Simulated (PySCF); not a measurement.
Correlation energy of Pd³²⁺ (palladium, charge +32)

[Ne] 3s2 3p2, high-spin 3P determinant. Calculation: PySCF 2.14, in an even-tempered Gaussian basis (18 s from 4.7 bohr⁻², ratio 2.5; 12 p from 6.1 bohr⁻², ratio 2.5; 5 d from 26 bohr⁻², ratio 2.7; 4 f from 38 bohr⁻², ratio 2.7); scalar relativity by spin-free X2C-1e. Frozen: 1s2; 12 electrons correlated; the 22 highest virtual orbitals of each spin left out.

```
  level  correlation energy (mhartree)
   CCSD                        -507.77
    (T)                          -1.26
CCSD(T)                        -509.03
```

Diagnostics: T1 = 0.00086, D1 = 0.0038, largest double amplitude 0.063.

Spin-orbit coupling is strong in this species (close to jj coupling), so the high-spin LS determinant is a model state, not a physical level.

Cost of the coupled-cluster step: roughly 27 core-seconds, for 12 correlated electrons.

At this charge the one-electron X2C treatment keeps the bare 1/r₁₂, with no two-electron picture change or Breit term. The effect here is smaller than on the frozen 1s shell; and a scalar Hamiltonian misses the large spin-orbit splitting of the p shells, which matters for ns² → np² pairs.

Spin-orbit coupling is strong in this species, so the high-spin LS determinant is a model state.
